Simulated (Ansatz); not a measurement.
# Redistribution: C2H3ClF2 + C2H4FI → C2H3F3 + C2H4ClI

Species: C2H3ClF2 (1-chloro-1,1-difluoroethane) `CC(F)(F)Cl`, singlet; C2H4FI `CC(F)I`, singlet; C2H3F3 (1,1,1-trifluoroethane) `CC(F)(F)F`, singlet; C2H4ClI `CC(Cl)I`, singlet. The partners trade Cl for F; both sit on C, so the bond types are kept.

Shapes, held fixed at every level: PBE0-D4/def2-TZVP. Programs: Ansatz 0.2.0. The zero-point and thermal change to 298 K, harmonic and unscaled (PBE0-D4/def2-TZVP), is +0.8 kJ/mol.

```tsv
level	kind	ΔH(298 K) (kJ/mol)	less CCSD(T)/def2-TZVPP	CPU time (sum over the molecules)
HF/def2-TZVPP	Hartree–Fock	-51.3	-3.5	–
r2SCAN-D4/def2-TZVPP	meta-GGA	-38.2	+9.6	45 s
PBE0-D4/def2-TZVPP	global hybrid	-42.5	+5.3	28 s
r2SCAN0-D4/def2-TZVPP	global hybrid	-44.3	+3.5	47 s
wB97M-V/def2-TZVPP	range-separated hybrid	-42.2	+5.6	1.7 min
B2PLYP/def2-TZVPP	double hybrid	-42.6	+5.2	51 s
CCSD(T)/def2-TZVPP	coupled cluster or CI	-47.8	0.0	17 min
```

The highest level, CCSD(T)/def2-TZVPP, gives ΔH(298 K) = -47.8 kJ/mol; the levels span -51.3 to -38.2. The column of differences is taken from that level and isn't an error. No measured value is set beside it here. For atoms past krypton def2 sets carry core potentials with scalar relativity. Outer-core shells of I are correlated, in sets that cover them unevenly. Times are processor times on shared x86 and Arm servers, and rough.
